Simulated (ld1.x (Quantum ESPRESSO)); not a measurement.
# Transferability test, TM semilocal potential for germanium

Ge, norm-conserving Troullier–Martins (semilocal form), made with ld1.x (Quantum ESPRESSO) 7.5 (PW91, scalar-relativistic). Core [Ar] 3d10, reference 4s2 4p2. Waves: 4s (bound): rc 1.75 bohr; 4p (bound): rc 1.55 bohr. Local part: the p channel. Core correction: none.

Energies are relative to the spin-unpolarised reference configuration 4s2 4p2; without spin polarisation the order of configurations can differ from experiment. The frozen-core shift is the all-electron ΔE with the core orbitals held at their reference shape minus the fully relaxed ΔE.

```json
{"valence configuration": "4s2 4p1", "charge": "+1", "ΔE all-electron (eV)": "7.502", "error AE − PS (meV)": "-1.3", "frozen-core shift (meV)": "+6.9"}
{"valence configuration": "4s2 4p0", "charge": "+2", "ΔE all-electron (eV)": "23.026", "error AE − PS (meV)": "-2.0", "frozen-core shift (meV)": "+58"}
{"valence configuration": "4s1 4p0", "charge": "+3", "ΔE all-electron (eV)": "57.927", "error AE − PS (meV)": "+78", "frozen-core shift (meV)": "+341"}
{"valence configuration": "4s2 4p1.5", "charge": "+0.5", "ΔE all-electron (eV)": "2.828", "error AE − PS (meV)": "-0.4", "frozen-core shift (meV)": "+1.2"}
{"valence configuration": "4s1 4p3", "charge": "0", "ΔE all-electron (eV)": "8.000", "error AE − PS (meV)": "+14", "frozen-core shift (meV)": "+12"}
```

(1) What are ΔE and the potential's error for 4s1 4p2?

(2) What are ΔE and the potential's error for 4s0 4p4?

Levels in the configuration 4s1 4p3:

| level | all-electron (eV) | pseudo (eV) |
| --- | --- | --- |
| 4s | -12.761 | -12.731 |
| 4p | -4.629 | -4.630 |

## Answers

(1) ΔE = 16.246 eV all-electron; the error (AE − PS) is +11 meV.

(2) ΔE = 16.253 eV all-electron; the error (AE − PS) is +67 meV.

ld1.x printed “convergence not achieved” for 6 of the counted tests; their residual had stalled under 1e-8, short of the target of 1e-14.
